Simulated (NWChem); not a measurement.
System meant: InNH₃OCl; SMILES [NH2][In]([OH])[Cl]

The following NWChem deck was run.

```
start job
memory heap 200 mb stack 900 mb global 1100 mb
geometry units angstroms noautoz
  In     0.086406    -0.355960    -0.042500
  Cl    -0.318036     1.984450    -0.065665
  O      2.016065    -0.916562     0.108899
  H      2.571947    -0.112252     0.091202
  N     -1.481580    -1.670700     0.107988
  H     -1.254586    -2.570260    -0.338753
  H     -2.315494    -1.299058    -0.367695
end
basis spherical
  In library def2-svp
  Cl library def2-svp
  O library def2-svp
  H library def2-svp
  N library def2-svp
end
ecp
  In library def2-ecp
end
dft
  xc pbe0
  iterations 4
  mulliken
end
task dft energy
```

End of the output:

```
    Atom       Charge   Shell Charges
 -----------   ------   -------------------------------------------------------
    1 In  21    20.62   1.38  0.54  0.63  0.33  3.03  2.84  0.98  0.45  9.41  1.05
    2 Cl  17    17.10   2.00  1.96  1.05  0.80  5.82  2.25  3.22  0.01
    3 O    8     8.29   1.97  0.91  0.65  2.64  2.10  0.01
    4 H    1     0.91   0.56  0.17  0.18
    5 N    7     7.23   1.97  0.75  0.49  2.13  1.86  0.02
    6 H    1     0.92   0.59  0.21  0.12
    7 H    1     0.92   0.59  0.21  0.12

 center of mass
 --------------
 x =   0.01680017 y =   0.00853138 z =   0.00210791

 moments of inertia (a.u.)
 ------------------
         767.253434399761          -0.000000000000          -0.000000000000
          -0.000000000000         400.327016801141          -0.000000000000
          -0.000000000000          -0.000000000000        1163.189859792338

     Multipole analysis of the density
     ---------------------------------

     L   x y z        total         alpha         beta         nuclear
     -   - - -        -----         -----         ----         -------
     0   0 0 0      0.000000    -28.000000    -28.000000     56.000000

     1   1 0 0     -0.353666     -0.043781     -0.043781     -0.266104
     1   0 1 0     -0.478537     -7.614919     -7.614919     14.751302
     1   0 0 1     -0.571084     -0.943294     -0.943294      1.315504

     2   2 0 0    -33.463097   -129.772342   -129.772342    226.081587
     2   1 1 0      3.472450     -2.880665     -2.880665      9.233780
     2   1 0 1      2.076448     -0.274299     -0.274299      2.625046
     2   0 2 0    -39.803162   -207.725349   -207.725349    375.647537
     2   0 1 1      1.810280      0.480289      0.480289      0.849702
     2   0 0 2    -34.125770    -17.763929    -17.763929      1.402089

 ------------------------------------------------------------------------
 dft energy failed                                                                                  0
 ------------------------------------------------------------------------
 ------------------------------------------------------------------------
  current input line :
    27: task dft energy
 ------------------------------------------------------------------------
 ------------------------------------------------------------------------
 This type of error is most commonly associated with calculations not reaching convergence criteria
 ------------------------------------------------------------------------
 For more information see the NWChem manual at https://nwchemgit.github.io

0:dft energy failed:Received an Error in Communication
```

Question: Find the fault in this run and fix the input.

Answer: Convergence was not reached. Cause: the SCF was allowed too few iterations. This input runs:
```
start job
memory heap 200 mb stack 900 mb global 1100 mb
geometry units angstroms noautoz
  In     0.086406    -0.355960    -0.042500
  Cl    -0.318036     1.984450    -0.065665
  O      2.016065    -0.916562     0.108899
  H      2.571947    -0.112252     0.091202
  N     -1.481580    -1.670700     0.107988
  H     -1.254586    -2.570260    -0.338753
  H     -2.315494    -1.299058    -0.367695
end
basis spherical
  In library def2-svp
  Cl library def2-svp
  O library def2-svp
  H library def2-svp
  N library def2-svp
end
ecp
  In library def2-ecp
end
dft
  xc pbe0
  iterations 150
  mulliken
end
task dft energy
```
It converges to -781.63200 Ha (PBE0/def2-SVP with def2 effective core potentials on In).
